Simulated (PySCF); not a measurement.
NMR data simulated for an unnamed compound:

1H NMR (400 MHz, computed): δ 12.08 (t, 2H), 4.48 (t, 2H).

13C{1H} NMR (computed): δ 238.3 (CH).

[PySCF: shielding tensors at PBE0/pcSseg-1 (GIAO); GFN2-xTB geometry; relativity neglected; single conformer; no solvent model; fast rotation and ring inversion assumed for equivalent nuclei]

Chemical shifts δ = σref − σ; TMS for 1H (31.72 ppm), 13C (186.93 ppm), all at this level.

Which of these does the molecule contain: a vinyl group CH=CH2, a ketone, an aldehyde, a Si–H bond?

## Answers


- A vinyl group CH=CH2: no.
- A ketone: no.
- An aldehyde: no.
- A Si–H bond: yes (δH 4.48 (t)).

The data belong to SMILES [SiH2](C=O)C=O, C$_{2}$H$_{4}$O$_{2}$Si; they needn't prove each group on their own.

Carbon signals by region: 1 in the far downfield region (above 160 ppm). Above 160 ppm: 238.3, carbonyl carbon.

Shifts are as computed. Against solution values, carbons near 30 ppm lie about +3 ppm off and those near 130 ppm about +5 ppm. Of 1211 compounds with measured shifts, 218 miss one by over three times the rms of a fit or turn the order of signals round; such compounds aren't used in these exercises. Multiplicities follow the n + 1 count of equivalent neighbours, as no J values were calculated; m marks all less simple cases, F and P coupling included.
